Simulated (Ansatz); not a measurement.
`CC(C)(C)OS(=O)(=O)CC(F)(F)C(F)F` was relaxed with r2SCAN-D4 (def2-SVP) in Ansatz in these states: charge +1 doublet, neutral singlet. The geometries follow in no particular order.

A:

| atom | x (Å) | y (Å) | z (Å) |
| --- | --- | --- | --- |
| C1 | -2.213 | 1.122 | 1.241 |
| C2 | -0.687 | 1.255 | 0.719 |
| C3 | 0.186 | 1.302 | 1.996 |
| C4 | -0.539 | 2.433 | -0.208 |
| O5 | -0.446 | -0.006 | 0.159 |
| S6 | -0.432 | -0.319 | -1.542 |
| O7 | 0.618 | 0.472 | -2.149 |
| O8 | -1.832 | -0.170 | -1.912 |
| C9 | 0.005 | -2.052 | -1.442 |
| C10 | 1.110 | -2.484 | -0.466 |
| F11 | 1.381 | -3.768 | -0.771 |
| F12 | 0.654 | -2.433 | 0.803 |
| C13 | 2.428 | -1.699 | -0.533 |
| F14 | 2.784 | -1.574 | -1.820 |
| F15 | 2.218 | -0.462 | -0.008 |
| H16 | -2.415 | 2.056 | 1.782 |
| H17 | -2.313 | 0.251 | 1.900 |
| H18 | -2.828 | 1.011 | 0.337 |
| H19 | 0.048 | 0.403 | 2.612 |
| H20 | 1.234 | 1.349 | 1.663 |
| H21 | -0.082 | 2.198 | 2.571 |
| H22 | 0.497 | 2.492 | -0.584 |
| H23 | -0.769 | 3.354 | 0.344 |
| H24 | -1.211 | 2.372 | -1.078 |
| H25 | -0.920 | -2.591 | -1.184 |
| H26 | 0.305 | -2.296 | -2.474 |
| H27 | 3.216 | -2.215 | 0.043 |

B:

```xyz
27

C     0.484    0.024    2.711
C     0.598    0.789    1.399
C     2.045    1.029    0.998
C    -0.202    2.087    1.413
O     0.123   -0.110    0.313
S    -1.448   -0.242   -0.058
O    -1.895    0.882   -0.873
O    -2.228   -0.631    1.117
C    -1.289   -1.707   -1.099
C    -0.203   -1.749   -2.161
F    -0.453   -2.863   -2.917
F     1.021   -1.910   -1.609
C    -0.117   -0.583   -3.153
F    -1.358   -0.318   -3.618
F     0.384    0.512   -2.555
H     0.908    0.625    3.531
H     1.041   -0.923    2.650
H    -0.568   -0.199    2.942
H     2.584    0.073    0.922
H     2.091    1.533    0.021
H     2.544    1.659    1.751
H    -0.179    2.575    0.428
H     0.237    2.767    2.159
H    -1.252    1.909    1.691
H    -1.134   -2.559   -0.421
H    -2.271   -1.795   -1.585
H     0.538   -0.875   -3.995
```

Task: Judge from the bond lengths which geometry belongs to which state (an estimate).

Result: A is the charge +1 doublet (O5–S6 1.730 Å, C1–C2 1.618 Å, C2–O5 1.401 Å); B is the neutral singlet (O5–S6 1.619 Å, C1–C2 1.523 Å, C2–O5 1.488 Å).
